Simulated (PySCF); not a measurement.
**ReS: from constants to spectrum**

ROHF-CCSD(T) constants of ReS, ⁶Σ⁺ (sextet), unpaired electrons σ ↑, π ↑↑, δ ↑↑ (Re def2-TZVPP with ECP60, S def2-TZVPP; scalar-relativistic core potentials (PySCF 2.14); masses 186.9558 and 31.9721 u):

* ωe: 505.6 cm⁻¹
* ωexe: 1.39 cm⁻¹
* Be: 0.13489 cm⁻¹
* αe: 0.000471 cm⁻¹
* D (centrifugal): 3.84e-08 cm⁻¹
* De to Re (5d5 6s2) + S: 3.44 eV

**Question.** Give the vibrational terms G(v) and spacings up to v = 6.

**Answer.** G(v) = ωe(v+½) − ωexe(v+½)².

```
v  G(v) (cm⁻¹)  G(v) − G(v−1)  Bv (cm⁻¹)
0        252.5                    0.1347
1        755.3          502.8     0.1342
2       1255.3          500.0     0.1337
3       1752.6          497.3     0.1332
4       2247.1          494.5     0.1328
5       2738.8          491.7     0.1323
6       3227.7          488.9     0.1318
```

**Question.** How well does the Morse estimate ωe²/(4ωexe) reproduce De, and what is D0?

**Answer.** It gives 5.70 eV, 166 % of the computed De. D0 = De − G(0) = 3.44 − 0.03 = 3.41 eV.

Correlated steps freeze 5 core orbitals. Spin–orbit coupling is left out, which matters for elements this heavy, above all for dissociation energies. The CCSD T1 diagnostic is raised, a sign that a single reference may not be enough here. The state is the lowest single determinant that the PBE0 search found; with open d or f shells the true ground state can be another one.
